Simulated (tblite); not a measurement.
Problem. What does the GFN2-xTB structure of `FC(=C(F)F)[C]1CSC1` [radical] look like in three dimensions? (Doublet state.)

Solution. 
```xyz
13
C5H4F3S angstrom
F      3.3950    0.0355    0.2490
C      2.1005   -0.1689    0.4407
F      1.8707   -0.9122    1.5234
C      1.0897    0.3063   -0.3593
F      1.4749    1.0462   -1.4240
C     -0.2601    0.1027   -0.1778
C     -0.9909   -0.6517    0.8737
S     -2.6096   -0.2298    0.1160
C     -1.4014    0.5884   -0.9965
H     -0.8082   -1.7272    0.8907
H     -0.8926   -0.2608    1.8875
H     -1.5271    1.6718   -1.0258
H     -1.4452    0.2002   -2.0153
```

Any rigid rotation of these coordinates is as good. Atoms count from 1 in this order. The 9 heavy atoms lie in one plane (0.002 Å rms). The 4 C–C bonds span 1.374 Å (C2=C4, drawn double in one of several resonance forms) to 1.486 Å (C6–C7, drawn single), a spread of 0.112 Å. The C–F distances run from 1.324 Å (F1–C2, drawn single) to 1.352 Å (C4–F5, drawn single), a spread of 0.028 Å. The 4-membered ring C6–C7–S8–C9 has internal angles of 76.8° to 100.3° (sum 360°, against 360° for a flat polygon); it is planar, 0.00 Å rms from its mean plane, widest ring torsion 0°.

Bonds between heavy atoms (Å): F1–C2 1.324, C2–F3 1.333, C2=C4 1.374, C4–F5 1.352, C4–C6 1.377, C6–C7 1.486, C7–S8 1.836, S8–C9 1.835, C6–C9 1.486.

Structure optimised with GFN2-xTB, isolated species. This method treats the open shell by occupation alone, without spin polarisation.

Point group: Cs (tolerance 0.08 Å). Its GFN2-xTB frequencies are all real (lowest 61 cm⁻¹). Torsions: C2–C4–C6–C7 0°.

One conformer stands for the species.

The numbers are calculated, not measured.
